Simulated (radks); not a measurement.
Coulomb parameter of the 3d shell of the chromium ion Cr+ in the model configuration [Ar] 3d3.5 4p1.5, as a second difference U = [E(n + 0.5) + E(n - 0.5) - 2 E(n)] / (0.5)^2 with all orbitals relaxed. "Bare": the charge of the atom changes with n. "Screened": the 4p shell takes up the change at fixed total charge, which measures U(3d,3d) + U(4p,4p) - 2 U(3d,4p). Calculated with a radial shooting solver on a logarithmic mesh with Libxc functionals: Dirac Kohn-Sham, LDA (Slater exchange, Perdew-Wang correlation), spin-unpolarised, spherical densities, finite nucleus; open shells are shared between the two j in proportion to 2j + 1; Fermi nuclear charge, rms radius 3.6452 fm.

[
 {"case": "start", "configuration": "[Ar] 3d3.5 4p1.5", "E - E(n) (eV)": "0.000"},
 {"case": "bare +0.5", "configuration": "[Ar] 3d4 4p1.5", "E - E(n) (eV)": "-7.521"},
 {"case": "bare -0.5", "configuration": "[Ar] 3d3 4p1.5", "E - E(n) (eV)": "10.936"},
 {"case": "screened +0.5", "configuration": "[Ar] 3d4 4p1", "E - E(n) (eV)": "-4.250"},
 {"case": "screened -0.5", "configuration": "[Ar] 3d3 4p2", "E - E(n) (eV)": "5.403"}
]

U(bare) = 13.659 eV, U(screened by 4p) = 4.610 eV.
